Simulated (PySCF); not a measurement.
C₄H₁₂O₃Si, SMILES C(C[Si](O)(O)O)CC.

Geometry optimised at r2SCAN-D4/def2-SVP. The values are those of a single conformer.

Level of theory: r2SCAN-D4/def2-SVP (PySCF).

Frequencies are harmonic and unscaled.

| mode | ν (cm⁻¹) | IR (km/mol) | moving atoms (share of kinetic energy) |
|---|---|---|---|
| 1 | 42 | 0.3 | O 42 %, C 30 %, H 28 % |
| 2 | 73 | 1.6 | H 46 %, C 33 %, O 20 % |
| 3 | 79 | 10.4 | O 45 %, C 31 %, H 22 % |
| 4 | 126 | 86.0 | H 51 %, O 24 %, C 24 % |
| 5 | 133 | 26.8 | H 47 %, C 44 %, O 8 % |
| 6 | 206 | 3.8 | H 66 %, O 21 %, C 12 % |
| 7 | 223 | 35.2 | H 53 %, O 26 %, C 20 % |
| 8 | 245 | 20.1 | H 46 %, C 33 %, O 17 % |
| 9 | 245 | 1.1 | H 70 %, O 18 %, C 8 % |
| 10 | 262 | 4.8 | H 58 %, O 21 %, C 18 % |
| 11 | 276 | 44.1 | H 41 %, O 31 %, C 19 %, Si 9 % |
| 12 | 319 | 29.4 | O 55 %, H 28 %, Si 15 % |
| 13 | 367 | 77.5 | H 50 %, O 38 % |
| 14 | 401 | 96.3 | O 42 %, Si 31 %, C 14 %, H 13 % |
| 15 | 419 | 9.4 | C 60 %, H 28 % |
| 16 | 687 | 12.6 | H 66 %, C 25 % |
| 17 | 705 | 10.0 | C 34 %, H 33 %, O 31 % |
| 18 | 750 | 9.5 | H 88 %, C 10 % |
| 19 | 780 | 153.9 | H 77 %, O 20 % |
| 20 | 792 | 112.1 | H 50 %, O 39 % |
| 21 | 804 | 195.4 | H 70 %, O 28 % |
| 22 | 866 | 3.8 | H 77 %, C 17 % |
| 23 | 873 | 178.7 | H 35 %, Si 31 %, O 29 % |
| 24 | 898 | 8.8 | H 52 %, C 42 % |
| 25 | 943 | 166.3 | Si 43 %, O 32 %, H 22 % |
| 26 | 960 | 163.8 | Si 41 %, O 33 %, H 23 % |
| 27 | 1028 | 27.2 | H 77 %, C 16 % |
| 28 | 1030 | 9.2 | C 67 %, H 32 % |
| 29 | 1077 | 1.0 | C 58 %, H 42 % |
| 30 | 1096 | 25.1 | C 54 %, H 45 % |
| 31 | 1203 | 18.5 | H 59 %, C 40 % |
| 32 | 1211 | 2.1 | H 62 %, C 38 % |
| 33 | 1291 | 1.9 | H 82 %, C 17 % |
| 34 | 1311 | 17.4 | H 68 %, C 32 % |
| 35 | 1321 | 0.1 | H 94 % |
| 36 | 1376 | 1.1 | H 66 %, C 34 % |
| 37 | 1390 | 2.4 | H 71 %, C 29 % |
| 38 | 1419 | 4.8 | H 90 %, C 10 % |
| 39 | 1459 | 0.3 | H 94 % |
| 40 | 1469 | 2.3 | H 94 % |
| 41 | 1469 | 6.0 | H 96 % |
| 42 | 1481 | 6.2 | H 93 % |
| 43 | 3008 | 13.4 | H 95 % |
| 44 | 3010 | 3.7 | H 95 % |
| 45 | 3021 | 44.9 | H 95 % |
| 46 | 3026 | 45.9 | H 97 % |
| 47 | 3050 | 6.8 | H 91 %, C 9 % |
| 48 | 3062 | 0.1 | H 91 %, C 9 % |
| 49 | 3081 | 41.2 | H 90 %, C 10 % |
| 50 | 3117 | 38.6 | H 91 %, C 9 % |
| 51 | 3125 | 28.8 | H 91 %, C 9 % |
| 52 | 3876 | 92.1 | H 94 % |
| 53 | 3889 | 99.1 | H 94 % |
| 54 | 3890 | 83.2 | H 94 % |
